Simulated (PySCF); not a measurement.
Static response to an electric field

Species: i-propyl bromide, C3H7Br.
Geometry (PBE0-D3(BJ)/def2-SVP, Å), atoms numbered from 1 in this order:
```xyz
11
C3H7Br angstrom
C     -1.1719   -0.5467    0.0530
C     -0.0964    0.4762   -0.2388
C      1.3076   -0.0221    0.0229
Br    -0.4252    2.0931    0.8376
H     -1.1340   -0.8685    1.1048
H     -1.0163   -1.4339   -0.5835
H     -2.1751   -0.1480   -0.1511
H     -0.1866    0.8415   -1.2718
H      1.4263   -0.3295    1.0729
H      1.5114   -0.8968   -0.6169
H      2.0583    0.7491   -0.1984
```

Level: PBE0/def2-SVPD (PySCF), static field, nuclei fixed, core orbitals frozen in the response. The polarisability tensor in these axes (au):

```
x   59.69 -2.02 -1.52
y   -2.02 69.24  6.96
z   -1.52  6.96 55.39
```

Q: What are the eigenvalues, a third of the trace, and Δα (Δα² = ½Σ(αi − αj)² over the three pairs)?

A: Principal values 52.44, 59.28 and 72.60 au; mean 61.44 au = 9.10 Å³ = 10.13 × 10⁻⁴⁰ C²·m²/J; Δα = 17.76 au (29 % of the mean).

Q: What is the dipole moment, and where does it point?

A: (0.40, -1.97, -1.16) D, 2.32 D in size, pointing from the negative to the positive side. Measured along this direction, the outermost atoms are Br4 at the negative end and H6 and H10 at the positive end.

Q: Sum over states: ᾱ = Σ f/ω², ω in Eh. What share falls to these 10 lowest TDDFT singlets (eV, f)? 6.11, 0.0001; 6.13, 0.0007; 7.36, 0.0529; 7.36, 0.0630; 8.13, 0.0561; 8.13, 0.0050; 8.29, 0.0002; 8.29, 0.0627; 8.36, 0.0381; 8.37, 0.0238.

A: They add up to 3.62 au, 5.9 % of the 61.44 au; the largest single term is 0.86 au, from the state at 7.36 eV. Terms in order: 0.00, 0.01, 0.72, 0.86, 0.63, 0.06, 0.00, 0.68, 0.40, 0.25 au. Higher excitations give the rest. The strengths listed sum to 0.303.

Q: What would n − 1 = 2πNα be for an ideal gas of these molecules at 500 K and 1 atm, electronic part alone?

A: N = p/kT = 1.4678 × 10¹⁹ cm⁻³, so n − 1 = 2π × N × 9.10 × 10⁻²⁴ cm³ = 840 × 10⁻⁶ at long wavelengths.

Q: Find the Langevin capture rate constant for H3+ (3.023 u) meeting this molecule (121.973 u), k = 2.342 × 10⁻⁹ cm³/s × √(α in Å³ / reduced mass in u).

A: The reduced mass is 2.95 u, so k = 4.11 × 10⁻⁹ cm³/s. The formula leaves out the permanent dipole, which adds to the capture rate.

Geometry: PBE0-D3(BJ)/def2-SVP; no solvent, vibrations or thermal averaging. The calculation is non-relativistic, for bromine too.
